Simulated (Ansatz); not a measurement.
CoSi3, relaxed as a doublet with UKS PBE-D4/def2-SVP in Ansatz, starting from the GFN1-xTB geometry. Force threshold 0.02 eV/Å.

The charge 0 doublet is spin-contaminated (final ⟨S²⟩ up to 1.76, 0.75 for a pure state). No other spin state of charge 0 was run. Another isomer (doublet) lies 0.02 eV lower at PBE0-D4/def2-TZVP; other spin states weren't run for this one.

Start:

Cartesian coordinates in Å:
```
Co 0.137 -1.353 -1.381
Si 0.753 -0.640 0.665
Si -0.751 0.603 -0.704
Si -0.139 1.390 1.420
```

Problem. Estimate the energy that the relaxation releases and the steps that it takes.

Solution. 0.04 eV, in 5 steps; 28 s on 4 threads of Arm Neoverse V1 on a shared host. The force fell under the threshold at step 4, but the optimiser went on. No frequencies were taken in this run, so the end may be a saddle point.

Problem. Does the start keep its bonding and symmetry?

Solution. By distances, no bond broke or formed. The bond that changes most is Co1–Si3, from 2.25 to 2.18 Å (atoms count from 1). Point group C2v at the start, Cs at the end, both within 0.05 Å.

Problem. Predict the relaxed structure.

Solution. 
```xyz
4

Co    0.124   -1.303   -1.345
Si    0.766   -0.646    0.682
Si   -0.758    0.594   -0.728
Si   -0.132    1.355    1.391
```
Bond lengths: 3 × Si–Si 2.30 to 2.42 Å; 2 × Co–Si 2.18 to 2.23 Å.
